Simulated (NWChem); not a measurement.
**A calculation on H$_{3}$HfI**

```xyz
5

Hf     0.1994    -1.0844     0.0000
I     -0.2889     1.5707     0.0000
H     -0.5278    -1.8783     1.4875
H     -0.5278    -1.8783    -1.4875
H      2.0062    -1.4123     0.0000
```
Charge 0, spin multiplicity 1.

The numbers come from NWChem runs, not from measurements. Structure: optimised with PBE0/def2-SVP with def2 effective core potentials on I, Hf, a minimum by its harmonic frequencies.

Symmetry labels belong to the abelian group Cs used in the runs, with the axes of the coordinates shown; states degenerate in a higher group split over its labels.

Effective core potentials replace the inner electrons of I, Hf; spin-orbit coupling is left out. The structure started from a generated list of species.

Task: List the lowest 4 singlet excitations that CIS/def2-SVP with def2 effective core potentials on I, Hf gives, with oscillator strengths.

Result: 
| state | symmetry | energy (eV) | wavelength (nm) | f |
|---|---|---|---|---|
| 1 | a" | 5.34 | 232 | 0.000 |
| 2 | a" | 5.52 | 225 | 0.001 |
| 3 | a' | 5.52 | 225 | 0.001 |
| 4 | a' | 6.04 | 205 | 0.037 |
